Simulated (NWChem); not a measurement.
The numbers come from NWChem runs, not from measurements. System: AgI, charge 0, spin multiplicity 1, at a geometry optimised with PBE/def2-SVP with def2 effective core potentials on Ag, I. The structure started from a generated list of species. Level: CIS/def2-SVPD with def2 effective core potentials on Ag, I.

Job file:

```
start mol
memory heap 200 mb stack 900 mb global 1100 mb
geometry units angstroms nocenter noautoz
  Ag     0.000000     0.000000    -1.370041
  I      0.000000     0.000000     1.214942
  symmetry group C2v
end
basis spherical
  * library def2-svpd
end
ecp
  Ag library def2-ecp
  I library def2-ecp
end
dft
  xc hfexch
  semidirect memsize 60000000 filesize 0
  iterations 100
end
tddft
  cis
  nroots 5
  notriplet
  thresh 1e-4
end
task tddft energy
```

NWChem printed:

```
             Northwest Computational Chemistry Package (NWChem) 7.3.0
             --------------------------------------------------------

                                NWChem Input Module
                                -------------------

 Scaling coordinates for geometry "geometry" by  1.889725989
 (inverse scale =  0.529177249)

 Turning off AUTOSYM since
 SYMMETRY directive was detected!

                             Geometry "geometry" -> ""
                             -------------------------

 Output coordinates in angstroms (scale by  1.889725989 to convert to a.u.)

  No.       Tag          Charge          X              Y              Z
 ---- ---------------- ---------- -------------- -------------- --------------
    1 Ag                  47.0000     0.00000000     0.00000000    -1.37004100
    2 I                   53.0000     0.00000000     0.00000000     1.21494200

 Effective nuclear repulsion energy (a.u.)     509.9377935013

            Nuclear Dipole moment (a.u.)
            ----------------------------
        X                 Y               Z
 ---------------- ---------------- ----------------
     0.0000000000     0.0000000000    -0.0000018897

      Symmetry information
      --------------------

 Group name             C2v
 Group number             16
 Group order               4
 No. of unique centers     2

      Symmetry unique atoms

     1    2


 Summary of "ao basis" -> "" (spherical)
 ------------------------------------------------------------------------------
       Tag                 Description            Shells   Functions and Types
 ---------------- ------------------------------  ------  ---------------------
 *                         def2-svpd                  on all atoms

 Summary of "ao basis" -> "ao basis" (spherical)
 ------------------------------------------------------------------------------
       Tag                 Description            Shells   Functions and Types
 ---------------- ------------------------------  ------  ---------------------
 Ag                        def2-svpd                12       34   5s4p2d1f
 I                         def2-svpd                13       35   5s5p3d

 Summary of "ao basis" -> "ao basis" (spherical)
 ------------------------------------------------------------------------------
       Tag                 Description            Shells   Functions and Types
 ---------------- ------------------------------  ------  ---------------------
 Ag                        def2-svpd                12       34   5s4p2d1f
 I                         def2-svpd                13       35   5s5p3d

      Symmetry analysis of basis
      --------------------------

        a1         31
        a2          6
        b1         16
        b2         16

            General Information
            -------------------
          SCF calculation type: DFT
          Wavefunction type:  closed shell.
          No. of atoms     :     2
          No. of electrons :    44
           Alpha electrons :    22
            Beta electrons :    22
          Charge           :     0
          Spin multiplicity:     1
          Use of symmetry is: off; symmetry adaption is: on
          Maximum number of iterations: 100
          AO basis - number of functions:    69
                     number of shells:    25
          Convergence on energy requested:  1.00D-06
          Convergence on density requested:  1.00D-05
          Convergence on gradient requested:  5.00D-04

              XC Information
              --------------
                     Hartree-Fock (Exact) Exchange  1.000

          Convergence Information
          -----------------------
          Convergence aids based upon iterative change in
          total energy or number of iterations.
          Levelshifting, if invoked, occurs when the
          HOMO/LUMO gap drops below (HL_TOL):  1.00D-02
          DIIS, if invoked, will attempt to extrapolate
          using up to (NFOCK): 10 stored Fock matrices.

                    Damping( 0%)  Levelshifting(0.5)       DIIS
                  --------------- ------------------- ---------------
          dE  on:    start            ASAP                start
          dE off:    2 iters        100 iters           100 iters

      Screening Tolerance Information
      -------------------------------
          Density screening/tol_rho:  1.00D-10
          AO Gaussian exp screening on grid/accAOfunc:  14
          CD Gaussian exp screening on grid/accCDfunc:  20
          XC Gaussian exp screening on grid/accXCfunc:  20
          Schwarz screening/accCoul:  1.00D-08

      Superposition of Atomic Density Guess
      -------------------------------------

 Sum of atomic energies:        -514.79383946

      Non-variational initial energy
      ------------------------------

 Total energy =    -442.474705
 1-e energy   =    -970.066066
 2-e energy   =     430.353123
 HOMO         =      -0.354342
 LUMO         =      -0.160035

      Symmetry analysis of molecular orbitals - initial
      -------------------------------------------------

 !! scf_movecs_sym_adapt:   42 vectors were symmetry contaminated

  Symmetry fudging

 !! scf_movecs_sym_adapt:   34 vectors were symmetry contaminated

  Numbering of irreducible representations:

     1 a1          2 a2          3 b1          4 b2

  Orbital symmetries:

     1 a1          2 a1          3 b2          4 b1          5 a1
     6 a1          7 b1          8 b2          9 a1         10 b1
    11 b2         12 a2         13 a1         14 a1         15 a1
    16 b1         17 b2         18 a1         19 a2         20 a1
[...]
           No. of orbitals :     138
            Alpha orbitals :      69
             Beta orbitals :      69
        Alpha frozen cores :       0
         Beta frozen cores :       0
     Alpha frozen virtuals :       0
      Beta frozen virtuals :       0
         Spin multiplicity :       1
    Number of AO functions :      69
        Use of symmetry is : off
      Symmetry adaption is : on
         Schwarz screening :  0.10D-07

              XC Information
              --------------
              Hartree-Fock (Exact) Exchange   1.00

             TDDFT Information
             -----------------
          Calculation type : CIS
         Wavefunction type : Restricted singlets
          No. of electrons :      44
           Alpha electrons :      22
            Beta electrons :      22
              No. of roots :       5
          Max subspacesize :    5000
            Max iterations :     100
               Target root :       1
           Target symmetry : none
      Symmetry restriction : off
                 Algorithm : Optimal
        Davidson threshold :  0.10D-03

            Memory Information
            ------------------
          Available GA space size is         144174439 doubles
          Available MA space size is         144161484 doubles
          Length of a trial vector is         1034
          Algorithm : Incore multiple tensor contraction
          Estimated peak GA usage is          15719893 doubles
          Estimated peak MA usage is             13000 doubles

    5 smallest eigenvalue differences (eV)
--------------------------------------------------------
  No. Spin  Occ  Vir  Irrep   E(Occ)    E(Vir)   E(Diff)
--------------------------------------------------------
    1    1   22   23 b2       -0.326    -0.021     8.301
    2    1   21   23 b1       -0.326    -0.021     8.301
    3    1   20   23 a1       -0.355    -0.021     9.075
    4    1   22   24 a2       -0.326     0.057    10.433
    5    1   22   25 a1       -0.326     0.057    10.433
--------------------------------------------------------

  Entering Davidson iterations
  Restricted singlet excited states

  Iter   NTrls   NConv    DeltaV     DeltaE      Time
  ----  ------  ------  ---------  ---------  ---------
    1      5       0     0.73E-01   0.10+100        4.2
    2     10       0     0.51E-01   0.20E-01        4.9
    3     15       0     0.36E-01   0.49E-02        6.4
    4     20       0     0.33E-01   0.26E-02        6.5
    5     25       0     0.14E-01   0.12E-02        6.6
    6     30       0     0.11E-01   0.36E-03        6.6
    7     35       0     0.72E-02   0.25E-03        5.0
    8     40       3     0.16E-02   0.47E-04        3.9
    9     42       3     0.13E-02   0.25E-05        4.2
   10     44       3     0.77E-03   0.11E-05        3.9
   11     46       3     0.80E-03   0.71E-06        3.8
   12     48       3     0.61E-03   0.97E-06        3.7
   13     50       4     0.15E-03   0.21E-06        3.9
   14     51       5     0.49E-04   0.18E-07        4.9
  ----  ------  ------  ---------  ---------  ---------
  Convergence criterion met

  Ground state a1       -442.799978099711 a.u.

  ----------------------------------------------------------------------------
  Root   1 singlet b2             0.148029545 a.u.                4.0281 eV
  ----------------------------------------------------------------------------
     Transition Moments    X  0.00000   Y -0.49362   Z -0.00000
     Transition Moments   XX -0.00000  XY -0.00000  XZ  0.00000
     Transition Moments   YY -0.00000  YZ  0.38957  ZZ  0.00000
     Dipole Oscillator Strength                    0.0240456440
     Electric Quadrupole                           0.0000000026
     Magnetic Dipole                               0.0000000086
     Total Oscillator Strength                     0.0240456552

          sigma_e =   2.3520 Angstrom
          sigma_h =   1.6061 Angstrom
         |d_h->e| =   2.5534 Angstrom
            d_exc =   3.8099 Angstrom
            d_CD1 =   3.2993 Angstrom
            d_CD2 =   0.5743 Angstrom
            d_CD3 =   6.3633 Angstrom
     Pearson C.C. =   0.0153

     Occ.   17  b2  ---  Virt.   23  a1      -0.12607
     Occ.   22  b2  ---  Virt.   23  a1       0.94255
     Occ.   22  b2  ---  Virt.   26  a1       0.17787
     Occ.   22  b2  ---  Virt.   29  a1       0.19922
     Occ.   22  b2  ---  Virt.   30  a1       0.07275
     Occ.   22  b2  ---  Virt.   36  a1       0.09240
     Occ.   22  b2  ---  Virt.   39  a1       0.06721
  ----------------------------------------------------------------------------
  Root   2 singlet b1             0.148029545 a.u.                4.0281 eV
  ----------------------------------------------------------------------------
     Transition Moments    X -0.49362   Y -0.00000   Z  0.00000
     Transition Moments   XX  0.00000  XY  0.00000  XZ  0.38957
     Transition Moments   YY  0.00000  YZ  0.00000  ZZ -0.00000
     Dipole Oscillator Strength                    0.0240456440
     Electric Quadrupole                           0.0000000026
     Magnetic Dipole                               0.0000000086
     Total Oscillator Strength                     0.0240456552

          sigma_e =   2.3520 Angstrom
          sigma_h =   1.6061 Angstrom
         |d_h->e| =   2.5534 Angstrom
            d_exc =   3.8099 Angstrom
            d_CD1 =   3.2993 Angstrom
            d_CD2 =   0.5743 Angstrom
            d_CD3 =   6.3633 Angstrom
     Pearson C.C. =   0.0153

     Occ.   16  b1  ---  Virt.   23  a1       0.12607
     Occ.   21  b1  ---  Virt.   23  a1       0.94255
     Occ.   21  b1  ---  Virt.   26  a1       0.17787
     Occ.   21  b1  ---  Virt.   29  a1       0.19922
     Occ.   21  b1  ---  Virt.   30  a1       0.07275
     Occ.   21  b1  ---  Virt.   36  a1       0.09240
     Occ.   21  b1  ---  Virt.   39  a1       0.06721
  ----------------------------------------------------------------------------
  Root   3 singlet a1             0.168226573 a.u.                4.5777 eV
  ----------------------------------------------------------------------------
     Transition Moments    X -0.00000   Y -0.00000   Z  1.10842
     Transition Moments   XX -0.53987  XY  0.00000  XZ -0.00000
     Transition Moments   YY -0.53989  YZ  0.00000  ZZ  1.40039
     Dipole Oscillator Strength                    0.1377889053
     Electric Quadrupole                           0.0000000318
     Magnetic Dipole                               0.0000000000
     Total Oscillator Strength                     0.1377889371

          sigma_e =   2.2383 Angstrom
          sigma_h =   1.7965 Angstrom
         |d_h->e| =   2.0276 Angstrom
            d_exc =   3.4806 Angstrom
            d_CD1 =   2.4695 Angstrom
            d_CD2 =   0.0102 Angstrom
            d_CD3 =   5.5083 Angstrom
     Pearson C.C. =   0.0291

     Occ.   15  a1  ---  Virt.   23  a1      -0.28725
     Occ.   15  a1  ---  Virt.   29  a1      -0.06704
     Occ.   15  a1  ---  Virt.   30  a1      -0.10200
     Occ.   20  a1  ---  Virt.   23  a1      -0.90005
     Occ.   20  a1  ---  Virt.   26  a1      -0.11466
     Occ.   20  a1  ---  Virt.   29  a1      -0.13412
     Occ.   20  a1  ---  Virt.   30  a1      -0.10392
     Occ.   21  b1  ---  Virt.   24  b1      -0.11544
     Occ.   21  b1  ---  Virt.   31  b1       0.05720
     Occ.   22  b2  ---  Virt.   25  b2      -0.11544
     Occ.   22  b2  ---  Virt.   32  b2       0.05721
  ----------------------------------------------------------------------------
  Root   4 singlet a1             0.231499116 a.u.                6.2994 eV
  ----------------------------------------------------------------------------
     Transition Moments    X  0.00000   Y  0.00000   Z -0.00001
     Transition Moments   XX  1.20784  XY  0.00000  XZ  0.00000
     Transition Moments   YY -1.20792  YZ -0.00000  ZZ -0.00003
     Dipole Oscillator Strength                    0.0000000000
     Electric Quadrupole                           0.0000000964
     Magnetic Dipole                               0.0000000000
     Total Oscillator Strength                     0.0000000964

          sigma_e =   2.8202 Angstrom
          sigma_h =   1.5529 Angstrom
         |d_h->e| =   2.2535 Angstrom
            d_exc =   3.9202 Angstrom
            d_CD1 =   3.5208 Angstrom
            d_CD2 =   0.0669 Angstrom
            d_CD3 =   6.1737 Angstrom
     Pearson C.C. =   0.0086

     Occ.   21  b1  ---  Virt.   24  b1      -0.67691
     Occ.   21  b1  ---  Virt.   27  b1      -0.07004
     Occ.   21  b1  ---  Virt.   31  b1       0.17716
     Occ.   22  b2  ---  Virt.   25  b2       0.67691
     Occ.   22  b2  ---  Virt.   28  b2       0.07005
     Occ.   22  b2  ---  Virt.   32  b2      -0.17717
  ----------------------------------------------------------------------------
  Root   5 singlet a2             0.231499117 a.u.                6.2994 eV
  ----------------------------------------------------------------------------
     Transition Moments    X -0.00000   Y  0.00000   Z  0.00000
     Transition Moments   XX -0.00000  XY  1.20825  XZ  0.00000
     Transition Moments   YY  0.00000  YZ -0.00000  ZZ  0.00000
     Dipole Oscillator Strength                    0.0000000000
     Electric Quadrupole                           0.0000000964
     Magnetic Dipole                               0.0000000000
     Total Oscillator Strength                     0.0000000964

          sigma_e =   2.8203 Angstrom
          sigma_h =   1.5529 Angstrom
         |d_h->e| =   2.2535 Angstrom
            d_exc =   3.9203 Angstrom
            d_CD1 =   3.5209 Angstrom
            d_CD2 =   0.0669 Angstrom
            d_CD3 =   6.1738 Angstrom
     Pearson C.C. =   0.0086

     Occ.   21  b1  ---  Virt.   25  b2      -0.67692
     Occ.   21  b1  ---  Virt.   28  b2      -0.07020
     Occ.   21  b1  ---  Virt.   32  b2       0.17709
     Occ.   22  b2  ---  Virt.   24  b1      -0.67690
     Occ.   22  b2  ---  Virt.   27  b1      -0.07016
     Occ.   22  b2  ---  Virt.   31  b1       0.17714

              Target root =      1
          Target symmetry = none
      Ground state energy =   -442.799978099711
        Excitation energy =      0.148029544745
     Excited state energy =   -442.651948554966

  stored tddft:energy   -442.65194855496560

 Task  times  cpu:       70.2s     wall:       70.2s

 Total times  cpu:       70.3s     wall:       70.3s
```
